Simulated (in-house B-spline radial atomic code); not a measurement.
RPA and G0W0 on BHandHLYP: the antimony ion Sb⁴⁺

Configuration [Kr] 4d10 5s1, highest spin, mean-field start BHandHLYP. Computed with a B-spline radial code for spherical atoms: all electrons, scalar-relativistic (spin-free one-electron X2C), finite nucleus, each spin shell either full or empty, empty states to l = 9 with an (l + 1/2)⁻⁴ tail; G0W0 by contour deformation at full frequency.

RPA overbinds a lone outer s electron by self-correlation, and G0W0 tends to as well.

Command:
```bash
python run_gw.py task.json out
```
Settings (radii: box in bohr, nucleus in fm):
```
Z                        51
electrons                47
configuration            [Kr] 4d10 5s1
hamiltonian              x2c
method                   bhandhlyp
lmax                     9
rms_radius               4.6802
spin_polarised           True
box_radius               11.96
intervals                68
ion_configuration        [Kr] 4d10
```

Time taken, with all properties: 12 s on 1 thread of Arm Neoverse N1 (shared host).

Energies (hartree):

```tsv
term	value
mean-field total	-6477.37030
Hartree-Fock functional on these orbitals	-6474.71264
direct second order	-4.0289
second-order exchange	1.1214
SOSEX correction	1.0549
```

**Question.** What is the RPA correlation energy, and what remains with SOSEX?

**Answer.** RPA gives -3.6025 hartree (-2.09 eV per electron); RPA + SOSEX gives -2.5477, and the second-order doubles -2.9076 hartree (no singles). SOSEX takes back 29 % of the RPA value.

Quasi-particle levels (eV):

| level | occupied | mean field | Σx - vxc | Σc | QP weight | G0W0 |
| --- | --- | --- | --- | --- | --- | --- |
| 5s up | yes | -52.44 | -1.22 | ? | ? | ? |
| 4d down | yes | -81.47 | -4.73 | 0.26 | 0.955 | -85.94 |
| 4d up | yes | -81.73 | -4.81 | 0.34 | 0.923 | -86.20 |
| 5s down | no | -46.17 | 4.82 | -2.52 | 0.965 | -43.87 |

G0W0 = mean field + (Σx - vxc) + Σc, with Σc (partial-wave tail included) taken at the quasi-particle energy. Only the outer levels were computed. Levels of low weight are left out.

**Question.** Where does G0W0 put 5s up?

**Answer.** At -55.62 eV, with Σc = -1.96 eV and a quasi-particle weight of 0.974. The tabulated removal energy is 55 ± 0.1 eV (NIST, semi-empirical); the calculation leaves out spin-orbit coupling, Breit and QED terms, and what these don't explain is the method's own error.

**Question.** What does it cost to remove one electron (to [Kr] 4d10) by differences of total energies, each species on its own start (correlation terms add to the Hartree-Fock functional)?

**Answer.** BHandHLYP 55.17 eV, Hartree-Fock functional 53.43 eV, + RPA 55.39 eV, + RPA + SOSEX 54.78 eV, + second order 55.58 eV. Tabulated: 55 ± 0.1 eV (NIST, semi-empirical); the calculation leaves out spin-orbit coupling, Breit and QED terms, and what these don't explain is the method's own error.
